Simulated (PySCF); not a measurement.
Method: PBE0 in PySCF with Ru def2-SVP with ECP28, S def2-SVP; scalar-relativistic core potentials, no spin–orbit coupling; density-fitted integrals. Open shells, if any, are unrestricted.

What spin state, shape and geometry does isolated RuS₃ take (every ligand bound to Ru)?

Formally Ru is in oxidation state +6, d2, with 0 unpaired electrons (the high-spin count would be 2). The polar-tensor charge on Ru, 0.67, is far below the formal one. The lowest minimum found is a singlet of D3h symmetry with Ru–S 2.051 Å (×3); S–Ru–S 120.0° (×3). Its harmonic wavenumbers are 75 (a2''), 168 (e'), 526 (a1'), 587 (e') cm⁻¹ and its dipole moment is 0.00 D.

This need not be the most stable arrangement of these atoms.
